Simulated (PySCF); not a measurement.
Coordinates in bohr (charge 0 multiplicity 1):
```
Sr    0.0000   -0.6197    0.0000
Cl    0.0000    0.8536    4.6925
Cl    0.0000    0.8536   -4.6925
```

Level of theory: PySCF, PBE0, basis Sr def2-TZVP with ECP28, Cl def2-TZVP (scalar-relativistic core potentials, no spin–orbit coupling, density fitting).

This geometry of SrCl2 is a stationary point at this level.

(1) What is the point group?

(2) Is it a minimum?

(3) Give the atomic charges and bond orders.

(4) Give the ideal-gas entropy at 298.15 K and 1 bar by parts.

Results:

(1) C2v.

(2) Yes: all harmonic wavenumbers are real, though the softest, 38 cm⁻¹, leaves little margin.

(3) 
```json
{"atom": "Sr1", "Mulliken": "1.23", "Löwdin": "0.51", "polar tensor": "1.68", "Mayer order to Sr1": "–"}
{"atom": "Cl2,3", "Mulliken": "-0.61", "Löwdin": "-0.26", "polar tensor": "-0.84", "Mayer order to Sr1": "0.71"}
```

(4) translation 172.0, rotation 106.6, vibration 34.4, spin 0.0; total 313.0 J/(mol K).

Other isomers or separated fragments may lie lower.
